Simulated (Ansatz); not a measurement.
Species: Ge₂H (charge -1, singlet). It need not be the lowest isomer of its formula. Whether it binds its extra electron was not tested at this geometry. 
Coordinates optimised at B3LYP-D3(BJ)/def2-TZVP (Ansatz, an electronic-structure program):
SMILES: [Ge-]#[GeH]
```xyz
3

Ge     0.0000     0.0000    -1.1324
Ge     0.0000     0.0000     1.0506
H      0.0000     0.0000     2.6170
```
Charge -1, spin multiplicity 1.

Basis-set convergence of Hartree-Fock and MP2 correlation energies (hartree) with Ansatz. Valence correlation only, unless marked. Spin-orbit coupling is left out. Frozen are the shells of the preceding noble gas and the d and f shells that filled before the atom's block. Non-relativistic.

The Hartree-Fock reference is unstable (checked in the largest basis), which strains HF and MP2. 

```tsv
basis	functions	E(HF)	E(corr, MP2)
def2-SVPD	84	-4150.74609	-0.20113
def2-TZVPPD	125	-4151.27428	-0.23171
def2-QZVPPD	223	-4151.36446	-0.24405
```

Extrapolating the two largest sets (X = 3 and 4) as X^-3: E(corr) = (64·(-0.24405) - 27·(-0.23171))/37 = -0.2531 Eh, an estimate of the basis-set limit. The largest set recovers 96.4 % of it, the smallest 79.5 %.
